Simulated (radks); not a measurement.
Problem. Coulomb parameter of the 3d shell of the titanium ion Ti2+ in the model configuration [Ar] 3d1 4s1, as a second difference U = [E(n + 0.25) + E(n - 0.25) - 2 E(n)] / (0.25)^2 with all orbitals relaxed. "Bare": the charge of the atom changes with n. "Screened": the 4s shell takes up the change at fixed total charge, which measures U(3d,3d) + U(4s,4s) - 2 U(3d,4s). Calculated with a radial shooting solver on a logarithmic mesh with Libxc functionals: Dirac Kohn-Sham, PBE, spin-unpolarised, spherical densities, point nucleus; open shells are shared between the two j in proportion to 2j + 1. Estimate both.

Solution. U(bare) = 14.976 eV, U(screened by 4s) = 3.402 eV.
